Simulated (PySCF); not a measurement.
## Magnetic susceptibility: `C=C1CC(C(=C)C)C1`, C₈H₁₂

Geometry:
```json
{"atom": "C1", "x (Å)": "2.975", "y (Å)": "0.428", "z (Å)": "-0.049"}
{"atom": "C2", "x (Å)": "1.770", "y (Å)": "-0.078", "z (Å)": "0.110"}
{"atom": "C3", "x (Å)": "0.802", "y (Å)": "-0.762", "z (Å)": "-0.814"}
{"atom": "C4", "x (Å)": "-0.218", "y (Å)": "-0.839", "z (Å)": "0.347"}
{"atom": "C5", "x (Å)": "-1.497", "y (Å)": "-0.073", "z (Å)": "0.195"}
{"atom": "C6", "x (Å)": "-2.643", "y (Å)": "-0.561", "z (Å)": "0.645"}
{"atom": "C7", "x (Å)": "-1.420", "y (Å)": "1.274", "z (Å)": "-0.463"}
{"atom": "C8", "x (Å)": "0.829", "y (Å)": "-0.172", "z (Å)": "1.279"}
{"atom": "H9", "x (Å)": "3.506", "y (Å)": "0.896", "z (Å)": "0.763"}
{"atom": "H10", "x (Å)": "3.481", "y (Å)": "0.395", "z (Å)": "-1.000"}
{"atom": "H11", "x (Å)": "0.494", "y (Å)": "-0.170", "z (Å)": "-1.674"}
{"atom": "H12", "x (Å)": "1.139", "y (Å)": "-1.735", "z (Å)": "-1.173"}
{"atom": "H13", "x (Å)": "-0.446", "y (Å)": "-1.864", "z (Å)": "0.643"}
{"atom": "H14", "x (Å)": "-2.708", "y (Å)": "-1.533", "z (Å)": "1.105"}
{"atom": "H15", "x (Å)": "-3.565", "y (Å)": "-0.010", "z (Å)": "0.571"}
{"atom": "H16", "x (Å)": "-2.264", "y (Å)": "1.892", "z (Å)": "-0.169"}
{"atom": "H17", "x (Å)": "-1.449", "y (Å)": "1.163", "z (Å)": "-1.547"}
{"atom": "H18", "x (Å)": "-0.496", "y (Å)": "1.787", "z (Å)": "-0.204"}
{"atom": "H19", "x (Å)": "1.179", "y (Å)": "-0.812", "z (Å)": "2.088"}
{"atom": "H20", "x (Å)": "0.524", "y (Å)": "0.783", "z (Å)": "1.706"}
```

Computed, not measured: GIAO HF/pcSseg-1 magnetisability, rotational g tensor and spin-rotation constants, non-relativistic, gas phase (PySCF 2.14.0). Geometry: GFN2-xTB.

Problem. How diamagnetic is it, and how anisotropic?

Solution. Isotropic -1277 × 10⁻³⁰ J/T², or -76.9 × 10⁻⁶ cm³/mol; principal values -1344, -1292, -1193 × 10⁻³⁰ J/T², anisotropy 133 × 10⁻³⁰ J/T² (root of half the summed squared differences of the principal values). The susceptibility is in cgs units.

Problem. Split it along the inertial axes a, b, c into diamagnetic and paramagnetic parts about the centre of mass, with the quadrupole moment.

Solution. 
```csv
axis,χ (10⁻⁶ cm³/mol),diamagnetic (10⁻⁶ cm³/mol),paramagnetic (10⁻⁶ cm³/mol),summed x² of all electrons (Å²),quadrupole Θ (D Å)
a,-77.2,-403.9,326.7,214.2,-1.69
b,-73.3,-1076.5,1003.3,55.7,+1.70
c,-80.2,-1145.0,1064.8,39.5,-0.01
```
Anisotropies 2χaa − χbb − χcc = -0.9 and 2χbb − χaa − χcc = +10.9 × 10⁻⁶ cm³/mol. Θ is traceless in Buckingham's convention.

Problem. And the rotational g tensor?

Solution. 
```tsv
axis	rotational constant (GHz)	g	nuclear part	electronic part
a	4.5270	-0.0269	0.6680	-0.6949
b	1.2816	-0.0112	0.5929	-0.6041
c	1.2028	-0.0060	0.5957	-0.6017
```
Asymmetric top; isotopes 12C, 1H; no vibrational averaging.
